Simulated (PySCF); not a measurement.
C₃H₇NSi, SMILES C=C=CN[SiH3]. Geometry: B3LYP-D3(BJ)/def2-SVP. This is a generated structure with no PubChem entry under its InChIKey; it may be hypothetical. One conformer was computed; it need not be the lowest.

Calculation: B3LYP-D3(BJ)/def2-SVP in PySCF.

Harmonic wavenumbers (cm⁻¹): 109, 131, 149, 233, 274, 284, 608, 622, 713, 721, 813, 891, 909, 933, 952, 987, 1014, 1023, 1215, 1361, 1407, 1501, 2065, 2215, 2225, 2237, 3080, 3138, 3154, 3640. Rotational constants (GHz): 7.754, 2.311, 1.841; symmetry number 1.

Q: Work out the zero-point energy and the ideal-gas rigid-rotor harmonic-oscillator thermochemistry at 298.15 K and 1 atm.

A: ZPE = ½ Σ hcν = ½ × 38604 cm⁻¹ = 55.19 kcal/mol. H − E(el) = 60.30 kcal/mol. Entropy in cal/(mol K): translation 39.24, rotation 26.68, vibration 16.33, total 82.25. G − E(el) = 35.78 kcal/mol. Cp = 26.67 cal/(mol K). Modes under 150 cm⁻¹ make the vibrational entropy uncertain.
